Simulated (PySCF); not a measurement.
## How methods differ on the ionisation energy of Ag⁺

Ag⁺ [Kr] 4d10 (1S) → Ag²⁺ [Kr] 4d9 (2D), as a difference of total energies. Computed with PySCF 2.14 in aug-cc-pVDZ-PP with ECP28MDF (5s5p4d2f, 54 functions), with a scalar-relativistic core potential. Correlated levels: valence: 4s2 4p6 frozen. The calculations carry no spin-orbit coupling.

```csv
method,ionisation energy (eV),difference from reference (eV)
UHF,19.730,-1.754
LDA,22.183,+0.699
PBE,21.756,+0.272
PBE0,21.538,+0.054
r2SCAN,21.542,+0.058
M06-L,21.485,+0.001
B2PLYP,21.551,+0.067
r2SCANh,21.492,+0.008
TPSSh,21.371,-0.113
MP2 (valence),21.656,+0.172
SCS-MP2 (valence),21.457,-0.027
```

Reference: 21.484 eV (measured; NIST Atomic Spectra Database, ionization energies).

The reference lies between the lowest fine-structure levels, while these numbers refer to the centres of the terms.

Errors of the correlated levels include the incompleteness of this basis and the frozen core.
